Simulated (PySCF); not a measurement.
## [La(H2O)2]3+: from a saddle point downhill

PySCF 2.14.0, RKS PBE, La def2-SVP with ECP46, O def2-SVP, H def2-SVP; non-relativistic Hamiltonian with scalar-relativistic core potentials where named; density fitting; no spin-orbit coupling. Relaxed within the symmetry of its start, the geometry (D2d) is

```xyz
7

La    0.0000    0.0000    0.0000
O     0.0000    0.0000    2.4188
H     0.5491    0.5491    3.0493
H    -0.5491   -0.5491    3.0493
O     0.0000    0.0000   -2.4188
H     0.5491   -0.5491   -3.0493
H    -0.5491    0.5491   -3.0493
```

and its lowest harmonic modes are -65, -65, 166, 383, 388, 590 cm⁻¹ (negative: unstable). It was moved along the lowest mode and relaxed again.

Q: Where does it end, and how much lower?

A: In C1, 0.241 eV lower, after 23 steps:
```xyz
7

La    0.6147    1.0586   -0.0199
O    -0.0442   -0.1387    1.9211
H     0.1537    0.0814    2.8783
H    -0.5865   -0.9761    1.9943
O    -0.1289   -0.1732   -1.9155
H     0.1781   -1.0649   -2.2514
H    -0.7987    0.1031   -2.6069
```

Q: How do the contacts change?

A: 
| contact | saddle (Å) | end (Å) |
| --- | --- | --- |
| La1–O2 (H2O) | 2.419 | 2.374 |
| La1–O5 (H2O) | 2.419 | 2.380 |


Q: Is the end a minimum?

A: Probably not: 1 of the modes stay unstable (below −25 cm⁻¹), though so soft as to be near the noise; lowest modes -47, 67, 152, 402, 406, 598 cm⁻¹.

State: singlet.
